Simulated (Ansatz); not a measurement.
`C[NH][SnH2][OH]` and `C[NH][SnH2][NH]C` differ in one atom or group.

Ansatz, PBE0-D4/def2-TZVP geometries, multiplicity 1. Each molecule was computed in one conformer, which needn't be the lowest.

Elements past krypton have def2 core potentials.

| property | `C[NH][SnH2][OH]` |
| --- | --- |
| HOMO energy (B3LYP/def2-TZVPP) / eV | -6.44 |
| HOMO–LUMO gap (ωB97M-V/def2-TZVPP) / eV | 10.33 |
| LUMO energy (B3LYP/def2-TZVPP) / eV | -0.47 |
| HOMO–LUMO gap (PBE/def2-TZVPP) / eV | 4.29 |
| HOMO energy (PBE0/def2-TZVPP) / eV | -6.66 |
| size of the dipole moment (ωB97M-V/def2-TZVPP) / D | 1.79 |

Problem. What does the change do to each property? (Best estimate.)

Solution. The calculation gave: 
```csv
property,`C[NH][SnH2][NH]C`,shift
HOMO energy (B3LYP/def2-TZVPP) / eV,-6.06,0.38
HOMO–LUMO gap (ωB97M-V/def2-TZVPP) / eV,9.97,-0.36
LUMO energy (B3LYP/def2-TZVPP) / eV,-0.18,0.29
HOMO–LUMO gap (PBE/def2-TZVPP) / eV,4.29,0.00
HOMO energy (PBE0/def2-TZVPP) / eV,-6.28,0.38
size of the dipole moment (ωB97M-V/def2-TZVPP) / D,0.79,-1.00
```

With PBE0 the HOMO rises by 0.38 eV and the LUMO rises by 0.22 eV, so the gap narrows by about 0.16 eV. PBE moves the HOMO by 0.36 eV and ωB97M-V by 0.40 eV. Dipoles are sizes alone; their direction can turn.

B3LYP here is the variant with VWN-RPA as its local correlation; programs differ in this.
